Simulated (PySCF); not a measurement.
A calculated (LDA, PySCF 2.14, x2c-QZVPPall, the spin-free X2C one-electron Hamiltonian (Gaussian nucleus)) atom or ion has these occupied shells.

```tsv
shell	electrons	orbital energy (eV)	rms radius, mean of both spins (bohr)
1s α	1	-19775.6	0.0405
1s β	1	-19775.6	0.0405
2s α	1	-2804.3	0.167
2s β	1	-2803.8	0.167
2p α	3	-2510.9	0.148
2p β	3	-2510.5	0.148
3s α	1	-486.14	0.460
3s β	1	-485.80	0.460
3p α	3	-389.91	0.465
3p β	3	-389.55	0.465
3d α	5	-232.57	0.456
3d β	5	-232.08	0.456
4s α	1	-76.358	1.17
4s β	1	-74.042	1.17
4p α	3	-50.510	1.31
4p β	3	-48.003	1.31
4d α	4	-14.958	1.93
5p α	1	-8.137	4.05
```

**Question.** Name the element and its charge.

**Answer.** Mo⁺ (molybdenum, charge +1), in [Kr] 4d4 5p1, one real determinant (an excited configuration).
